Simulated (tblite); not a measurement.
C12H4N2S2 (non-fullerene acceptor piece), SMILES N#Cc1cc2cc3sc(C#N)cc3cc2s1 at step 1 of a GFN2-xTB optimisation (tblite, gas phase), coordinates in Å:

```
  1 N     6.057    0.455   -0.186
  2 C     4.961    0.306   -0.156
  3 C     3.530    0.151   -0.105
  4 C     2.601    1.152   -0.102
  5 C     1.244    0.701   -0.047
  6 C     0.027    1.390   -0.029
  7 C    -1.177    0.723    0.018
  8 S    -2.771    1.425    0.056
  9 C    -3.532   -0.150    0.105
 10 C    -4.950   -0.304    0.151
 11 N    -6.066   -0.460    0.183
 12 C    -2.600   -1.154    0.098
 13 C    -1.244   -0.699    0.053
 14 C    -0.029   -1.390    0.025
 15 C     1.175   -0.723   -0.020
 16 S     2.771   -1.423   -0.048
 17 H     2.875    2.198   -0.124
 18 H     0.042    2.466   -0.048
 19 H    -2.875   -2.196    0.127
 20 H    -0.040   -2.468    0.050
```

(1) What are the forces on the atoms (eV/Å)?

## Answers

(1) 
```
  1 N     5.44    0.70   -0.17
  2 C    -6.73   -0.85    0.23
  3 C     0.36    0.26   -0.05
  4 C    -0.15    0.36    0.06
  5 C    -0.09   -0.44   -0.04
  6 C     0.40    0.56   -0.01
  7 C    -0.01   -0.37    0.05
  8 S    -0.11    0.39   -0.02
  9 C    -0.04   -0.32    0.02
 10 C     3.44    0.41   -0.12
 11 N    -2.43   -0.30    0.08
 12 C     0.13   -0.10    0.02
 13 C     0.00    0.34   -0.07
 14 C    -0.30   -0.61    0.07
 15 C     0.03    0.42    0.01
 16 S     0.10   -0.40   -0.01
 17 H    -0.06   -0.12   -0.02
 18 H    -0.03    0.19   -0.01
 19 H     0.04    0.01   -0.01
 20 H     0.00   -0.11   -0.01
```
